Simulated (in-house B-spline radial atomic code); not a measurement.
A fraction x of an electron is moved 3p → 3d in Zn V (Zn4+), starting from [Ar] 3d8 and keeping the highest spin. Method: scalar-relativistic (X2C) RPBE, spin-polarised, spherical fractional occupations, Fermi nucleus of rms radius 3.9283 fm. Calculated with a B-spline radial code for spherical atoms.

| x | E(x) - E(0) (eV) | 3p down level (eV) | 3d down level (eV) |
| --- | --- | --- | --- |
| 0 | 0.0000 | -146.971 | -71.832 |
| 0.125 | 9.3926 | -147.070 | -71.926 |
| 0.25 | 18.7858 | -147.168 | -72.020 |
| 0.375 | 28.1797 | -147.267 | -72.113 |
| 0.5 | ? | ? | ? |
| 0.625 | 46.9692 | -147.462 | -72.299 |
| 0.75 | 56.3648 | -147.558 | -72.391 |
| 0.875 | ? | ? | ? |
| 1 | 75.1578 | -147.751 | -72.574 |

**Question.** What belongs in the row x = 0.5?

**Answer.** An energy change of 37.5741 eV; 3p down at -147.364 eV, 3d down at -72.206 eV.

**Question.** What belongs in the row x = 0.875?

**Answer.** An energy change of 65.7610 eV; 3p down at -147.655 eV, 3d down at -72.483 eV.

**Question.** Check Janak's theorem between x = 0.125 and 0.25.

**Answer.** The slope of the energy is 75.15 eV; the orbital levels give 75.15 eV (ε of the receiving orbital less ε of the emptying one, averaged over the two points).
